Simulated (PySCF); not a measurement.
**Correlation energy of I (iodine, neutral)**

[Kr] 4d10 5s2 5p4 6s1, 6s spin antiparallel (an excited configuration). Calculation: PySCF 2.14, in aug-cc-pVQZ-DK3 (9s8p6d3f2g, 102 functions); the spin-free X2C one-electron Hamiltonian (Gaussian nucleus). Frozen: [Kr] 4d10; 7 electrons correlated.

MP2 pair energies summed by pair of shells (mhartree):

| pair | energy | share (%) |
| --- | --- | --- |
| 5s-5p | -45.22 | 40.9 |
| 5p-5p | -44.54 | 40.3 |
| 5p-6s | -11.02 | 10.0 |
| 5s-5s | -7.70 | 7.0 |
| 5s-6s | -2.09 | 1.9 |

Total MP2 correlation energy: -110.56 mhartree.

Same-spin part -24.40 and opposite-spin part -86.15 mhartree; SCS-MP2 scales them by 1/3 and 6/5 to -111.52 mhartree.
